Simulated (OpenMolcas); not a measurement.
# AlSiNH6O (SMILES O[SiH2][NH][AlH2]): methods side by side

The species is AlSiNH6O (10 atoms), meant as a singlet with charge 0. SMILES: `O[SiH2][NH][AlH2]`. The shape is that of a PBE0-D4/def2-TZVP optimisation. This is one conformer, not always the lowest.

```jsonl
{"atom": "O", "x (Å)": "-1.8174", "y (Å)": "-0.6938", "z (Å)": "-1.0565"}
{"atom": "Si", "x (Å)": "-0.5766", "y (Å)": "0.3739", "z (Å)": "-0.8516"}
{"atom": "N", "x (Å)": "0.6933", "y (Å)": "-0.3823", "z (Å)": "0.0096"}
{"atom": "Al", "x (Å)": "1.2333", "y (Å)": "-0.0948", "z (Å)": "1.6863"}
{"atom": "H", "x (Å)": "-2.3998", "y (Å)": "-0.5479", "z (Å)": "-1.8031"}
{"atom": "H", "x (Å)": "-1.0002", "y (Å)": "1.5438", "z (Å)": "-0.0395"}
{"atom": "H", "x (Å)": "-0.1428", "y (Å)": "0.8313", "z (Å)": "-2.2032"}
{"atom": "H", "x (Å)": "1.1594", "y (Å)": "-1.1278", "z (Å)": "-0.4930"}
{"atom": "H", "x (Å)": "0.5084", "y (Å)": "1.0306", "z (Å)": "2.5252"}
{"atom": "H", "x (Å)": "2.4254", "y (Å)": "-0.9842", "z (Å)": "2.2287"}
```

Quantity: the energy change with the N3–H8 bond stretched from 1.013 to 1.317 Å, in eV. The values are calculated.

| level | kind | program | value (eV) | less CCSD(T)/6-31G* | CPU time (all runs) |
| --- | --- | --- | --- | --- | --- |
| HF/6-31G* (spherical functions) (restricted) | Hartree–Fock | OpenMolcas | 1.33 | +0.29 | 17 s |
| SVWN5/6-31G* (spherical functions) (restricted) | LDA | OpenMolcas | 0.98 | -0.06 | 56 s |
| PBE/6-31G* (spherical functions) (restricted) | GGA | OpenMolcas | 0.99 | -0.05 | 82 s |
| revPBE/6-31G* (spherical functions) (restricted) | GGA | OpenMolcas | 0.98 | -0.06 | 80 s |
| r2SCAN/6-31G* (spherical functions) (restricted) | meta-GGA | OpenMolcas | 1.07 | +0.03 | 1.7 min |
| BHLYP/6-31G* (spherical functions) (restricted) | global hybrid | OpenMolcas | 1.22 | +0.18 | 56 s |
| B3LYP/6-31G* (Cartesian functions) (restricted) | global hybrid | OpenMolcas | 1.08 | +0.04 | 63 s |
| B2PLYP/6-31G* (spherical functions) (restricted) | double hybrid | OpenMolcas | 1.09 | +0.05 | 41 s |
| MP2/6-31G* (spherical functions) (restricted) | perturbation theory | OpenMolcas | 1.10 | +0.06 | 14 s |
| CCSD(T)/6-31G* (spherical functions) (restricted) | coupled cluster or CI | OpenMolcas | 1.04 | 0.00 | 57 s |

CCSD(T)/6-31G* (spherical functions) (restricted) is the highest level here, not the true value. The first shape isn't each level's own minimum. The values span 0.98 to 1.33 eV. CPU times are rough (shared hosts, several kinds of processor and program).
